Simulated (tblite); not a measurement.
Species: C5H6F3N2S (charge +1).
Z-matrix (Å and degrees, GFN2-xTB geometry), rows numbered from 1:
```
C 
N   1  1.4366
C   2  1.3296  1  127.29
N   3  1.3286  2  108.87  1   179.97
C   4  1.3615  3  109.31  2     0.01
C   5  1.3737  4  106.49  3    -0.01
S   6  1.7504  2  119.30  1    -0.02
C   7  1.8503  6   98.21  2  -179.95
F   8  1.3280  7  110.44  6    59.45
F   8  1.3281  7  110.42  6   -59.32
F   8  1.3094  7  109.05  6  -179.93
H   1  1.0912  2  109.98  3   120.38
H   1  1.0874  2  109.97  3    -0.13
H   1  1.0912  2  109.98  3  -120.63
H   3  1.0735  2  125.26  1    -0.04
H   4  1.0123  3  126.01  2  -179.96
H   5  1.0709  4  122.33  3  -180.00
```

The geometry is computed with GFN2-xTB (gas phase).

Masses are those of the commonest isotopes; rigid-rotor values at the optimised geometry. The values belong to one conformer with, in the numbering `[CH3:1][n+:2]1[cH:3][nH:4][cH:5][c:6]1[S:7][C:8]([F:9])([F:10])[F:11]`, C5–C6–S7–C8 0°.

(1) What are A, B and C (GHz)?

(2) What kind of rotor is it?

(3) What does the inertial defect say?

(4) Give the other two planar moments, Paa and Pbb, and the rms extents of the mass along the axes.

(5) Estimate the classical rotational partition function at 10 K, 25 K and 298.15 K.

Answers

(1) Ia = 259.10, Ib = 769.07, Ic = 937.85 u·Å²; 505379 MHz·u·Å²/I gives 1951, 657.1 and 538.9 MHz, that is A = 1.9505, B = 0.6571, C = 0.5389 GHz.

(2) An asymmetric top; Ray's κ = -0.832.

(3) Not planar: Δ = Ic − Ia − Ib = -90.32 u·Å². For a rigid frame Δ = −2 Σ m c², so Σ m c² = 45.16 u·Å² lies off the ab plane: 1.57 from hydrogen and 43.59 from heavier atoms. The atom farthest from that plane is 1.07 Å away.

(4) Paa = Σ m a² = (Ib + Ic − Ia)/2 = 723.91 and Pbb = Σ m b² = (Ia + Ic − Ib)/2 = 213.94 u·Å². With the mass M = 183.02 u, the rms extents √(P/M) along a, b and c are 1.99, 1.08, 0.50 Å.

(5) Point group Cs, symmetry number σ = 1; q = (√π/σ)·√((kT/h)³/(ABC)), k/h = 20836.6 MHz/K: 6410 at 10 K, 25400 at 25 K, 1040000 at 298.15 K.

Its GFN2-xTB frequencies are all real (lowest 21 cm⁻¹). Constants of a rigid frame at the computed geometry: no zero-point averaging, no centrifugal distortion.
